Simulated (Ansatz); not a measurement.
Ansatz (a program for electronic structure) input (PBE0/def2-TZVP):

Ansatz 0.2 input:
```yaml
crystal:
  periodic: [false, false, false]
  atoms:
    - {symbol: B, position_ang: [-0.85573650, -0.00493450, -0.02237294]}
    - {symbol: N, position_ang: [0.51584742, -0.10079013, 0.00863416]}
    - {symbol: H, position_ang: [-1.47797506, 1.01043132, 0.00900960]}
    - {symbol: H, position_ang: [1.13550828, 0.69831676, 0.06203764]}
    - {symbol: H, position_ang: [1.01021735, -0.97854462, -0.01962167]}
basis:
  gaussian:
    orbitals: def2-TZVP
hamiltonian:
  xc: {name: PBE0}
magnetization: {spin_polarized: true, initial_magnetization: 1}
relax: {f_tol: 0.003, max_steps: 100}
```

Output:

```
Functional definition: PBE0
integrals: 0.01 GiB planned
456 factors; their error is unknown
mean field: 0.19 GiB planned
mean field evaluation 1: about -2206.6727 eV, gradient 3.8e1 eV
mean field evaluation 2: about -2200.6474 eV, gradient 5.1e1 eV
mean field evaluation 4: about -2212.0284 eV, gradient 1.6e0 eV
mean field evaluation 8: about -2212.0447 eV, gradient 5.3e-2 eV
mean field evaluation 16: about -2212.0465 eV, gradient 2.9e-5 eV
mean field -2212.04647267 eV, -81.2912084915 hartree, gradient 2.9e-5 eV, S^2 0.753473; 0 other end points of the search recorded, 0 dependent functions left out
the calculation of the forces begins
reference -2212.04650070 eV, -81.2912095216 hartree; 8, 7 occupied and 72, 73 virtual orbitals, 456 factors
relax step   1: F+E_penalty+E_count = -2212.04647267 eV  Δ(F+E_penalty+E_count) = +0.000e0 eV  max|allowed force component| = 1.083e-1 eV/Å  Δτ_max = 0.0000 Å  (30 SCF iters, accepted)
these checks for a lower state are left out or cut short: starts, cluster_reference, orbital_swaps, neighbouring_geometries, increment
integrals: 0.01 GiB planned
456 factors; their error is unknown
mean field: 0.19 GiB planned
mean field -2212.04681013 eV, -81.2912208931 hartree, gradient 1.4e-5 eV, S^2 0.753464; 0 other end points of the search recorded, 0 dependent functions left out
the calculation of the forces begins
reference -2212.04683815 eV, -81.2912219229 hartree; 8, 7 occupied and 72, 73 virtual orbitals, 456 factors
relax step   2: F+E_penalty+E_count = -2212.04681013 eV  Δ(F+E_penalty+E_count) = -3.375e-4 eV  max|allowed force component| = 3.393e-2 eV/Å  Δτ_max = 0.0021 Å  (25 SCF iters, accepted)
these checks for a lower state are left out or cut short: starts, cluster_reference, orbital_swaps, neighbouring_geometries, increment
integrals: 0.01 GiB planned
456 factors; their error is unknown
mean field: 0.19 GiB planned
mean field evaluation 32: about -2212.0469 eV, gradient 1.7e-5 eV
mean field -2212.04685876 eV, -81.2912226802 hartree, gradient 1.7e-5 eV, S^2 0.753461; 0 other end points of the search recorded, 0 dependent functions left out
the calculation of the forces begins
reference -2212.04688678 eV, -81.2912237098 hartree; 8, 7 occupied and 72, 73 virtual orbitals, 456 factors
relax step   3: F+E_penalty+E_count = -2212.04685876 eV  Δ(F+E_penalty+E_count) = -4.863e-5 eV  max|allowed force component| = 1.096e-2 eV/Å  Δτ_max = 0.0015 Å  (24 SCF iters, accepted)
these checks for a lower state are left out or cut short: starts, cluster_reference, orbital_swaps, neighbouring_geometries, increment
integrals: 0.01 GiB planned
456 factors; their error is unknown
mean field: 0.19 GiB planned
mean field -2212.04686120 eV, -81.2912227699 hartree, gradient 8.2e-5 eV, S^2 0.753460; 0 other end points of the search recorded, 0 dependent functions left out
the calculation of the forces begins
reference -2212.04688921 eV, -81.2912237993 hartree; 8, 7 occupied and 72, 73 virtual orbitals, 456 factors
relax step   4: F+E_penalty+E_count = -2212.04686120 eV  Δ(F+E_penalty+E_count) = -2.439e-6 eV  max|allowed force component| = 3.514e-3 eV/Å  Δτ_max = 0.0009 Å  (22 SCF iters, accepted)
these checks for a lower state are left out or cut short: starts, cluster_reference, orbital_swaps, neighbouring_geometries, increment
integrals: 0.01 GiB planned
456 factors; their error is unknown
mean field: 0.19 GiB planned
mean field -2212.04686178 eV, -81.2912227913 hartree, gradient 3.1e-5 eV, S^2 0.753461; 0 other end points of the search recorded, 0 dependent functions left out
the calculation of the forces begins
reference -2212.04688980 eV, -81.2912238208 hartree; 8, 7 occupied and 72, 73 virtual orbitals, 456 factors
relax step   5: F+E_penalty+E_count = -2212.04686178 eV  Δ(F+E_penalty+E_count) = -5.841e-7 eV  max|allowed force component| = 1.070e-4 eV/Å  Δτ_max = 0.0003 Å  (21 SCF iters, accepted)
integrals: 0.01 GiB planned
456 factors; their error is unknown
mean field: 0.19 GiB planned
mean field -2212.04686178 eV, -81.2912227913 hartree, gradient 3.1e-5 eV, S^2 0.753461; 1 other end points of the search recorded, 0 dependent functions left out
the calculation of the forces begins
reference -2212.04688980 eV, -81.2912238208 hartree; 8, 7 occupied and 72, 73 virtual orbitals, 456 factors
Total energy: -2212.04688980 eV, -81.2912238208 hartree
Atom 0 at    -0.854284    -0.007963    -0.022477 Å, force     0.000059     0.000021     0.000002 eV/Å
Atom 1 at     0.516135    -0.101224     0.008621 Å, force    -0.000032     0.000107     0.000004 eV/Å
Atom 2 at    -1.475436     1.012792     0.009186 Å, force    -0.000046    -0.000011    -0.000002 eV/Å
Atom 3 at     1.131526     0.699007     0.061967 Å, force    -0.000005    -0.000019    -0.000001 eV/Å
Atom 4 at     1.009920    -0.978134    -0.019610 Å, force     0.000023    -0.000098    -0.000004 eV/Å
Dipole moment:     0.478485     0.057800     0.015084 e Å
```

It need not be the lowest isomer of its formula.
